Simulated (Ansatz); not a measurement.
A geometry relaxed with PBE0-D3(BJ)/def2-TZVP (Ansatz, a quantum-chemistry and plane-wave program), charge 0, multiplicity 1:

```xyz
2

I      0.8048     0.0000     0.0000
H     -0.8048     0.0000     0.0000
```

Problem. Write the SMILES of this molecule.

Solution. `I`
